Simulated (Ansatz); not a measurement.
Consider the redistribution: `[SH][SnH3]` + `CN(C)[Si]Cl` → `[SH][SnH2][Cl]` + `CN(C)[SiH]`.

Gas-phase electronic energies from Ansatz, PBE0-D4/def2-TZVP geometries. CBS: MP2 limit from def2 TZ/QZ plus the TZ coupled-cluster correction, frozen cores. DFT in def2-TZVPP. Elements past krypton have def2 core potentials. For Sn outer-core shells are correlated without core-valence functions, which leaves a few kJ/mol of doubt a bond. One conformer a species, not always the lowest.

| level | ΔE (kJ/mol) |
| --- | --- |
| BHLYP-D4 | 43.1 |
| HF/def2-SVP | 33.0 |

(1) What does CCSD(T)/CBS give? (An estimate is asked.)

Largest T1 diagnostic among the species: 0.015.

Results:

(1) Computed: +41.5 kJ/mol. The listed levels differ from it by 1.6, -8.5 kJ/mol.

In def2-TZVPP, CCSD(T) changes the Hartree–Fock value by +11.2 kJ/mol (the triples alone add +1.5 kJ/mol) and MP2 by +14.1 kJ/mol. At CCSD(T), def2-SVP lies −4.1 kJ/mol from the extrapolated value and def2-TZVPP +3.9 kJ/mol.
